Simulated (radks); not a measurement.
Neutral praseodymium inside a hard spherical wall (all orbitals vanish at R), configuration held at [Xe] 4f3 6s2 and not refilled when levels cross. All-electron calculation, scalar-relativistic Kohn-Sham, PBE, spin-polarised, spherical densities, point nucleus; open shells are filled with parallel spins first (spin-orbit coupling, left out, can overturn this in heavy ions). Program: a radial shooting solver on a logarithmic mesh with Libxc functionals. Eigenvalues in eV for spin up, with the zero of energy where the potential of the charges vanishes at infinity; a dash marks a level that is unbound or too diffuse for the functional's potential to be trusted. A positive occupied level is held by the wall or, in an anion where self-interaction has pushed it up, behind a barrier. The pressure on the wall is -dE/dV.

R (bohr)  E (hartree)  kinetic (hartree)    e(5s)    e(5p)   e(6s)  e(5d, empty)   e(4f)  e(6p, empty)  pressure (GPa)
free       -9237.3800           9811.359  -39.532  -21.865  -3.521        -2.165  -1.845        -1.269               0
15         -9237.3799           9811.360  -39.527  -21.860  -3.517        -2.161  -1.840        -1.250        0.000417
12         -9237.3792           9811.367  -39.472  -21.806  -3.476        -2.113  -1.786        -1.139          0.0110
8          -9237.3533           9811.521  -38.634  -20.986  -2.701        -1.374  -0.957         0.270           0.852
7          -9237.3160           9811.694  -37.943  -20.318  -1.872        -0.721  -0.263         1.619            2.68
4          -9236.1892           9815.978  -30.629  -13.330  15.017         8.334   7.910        24.889             209
3.5        -9235.1290           9819.937  -26.452   -9.021  27.951        14.410  12.997        40.850             582
3          -9232.7499           9828.419  -18.961   -0.747  53.253        25.976  22.033        70.450            1850
2.5        -9226.8432           9847.906   -3.695   17.015  106.35        50.154  38.669        129.78            6950
1.5        -9150.0477          10072.487   164.98   209.12  574.60        276.96  152.22        620.76          238000
